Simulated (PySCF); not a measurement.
UHF on F (fluorine, neutral)

Configuration: [He] 2s1 2p6, 2S determinant (an excited configuration). All numbers are calculated (PySCF 2.14, the non-relativistic Hamiltonian (point nucleus), in dyall-acv3z).

```
Total energy                                     : -98.539061 hartree
One-electron energy                              : -138.2272 hartree
Hartree (Coulomb) energy                         : 49.4058 hartree
Exchange energy                                  : -9.7176 hartree
Kinetic energy                                   : 98.53856 hartree
⟨S²⟩                                             : 0.7753
⟨L²⟩                                             : 0.000
Sum of ⟨r⟩                                       : 7.932 bohr
Sum of ⟨r²⟩                                      : 10.85 bohr²
Density at the nucleus (Gaussians lack the cusp) : 433 bohr⁻³
Spin density at the nucleus                      : 12.7 bohr⁻³
Langevin diamagnetic susceptibility              : -8.59 ×10⁻⁶ cm³/mol
```

| shell | electrons | mean orbital energy (hartree) | rms radius, mean of both spins (bohr) |
| --- | --- | --- | --- |
| 1s α | 1 | -26.48759 | 0.204 |
| 1s β | 1 | -26.37366 | 0.204 |
| 2s α | 1 | -1.73118 | 1.08 |
| 2p α | 3 | -0.82203 | 1.27 |
| 2p β | 3 | -0.59747 | 1.27 |
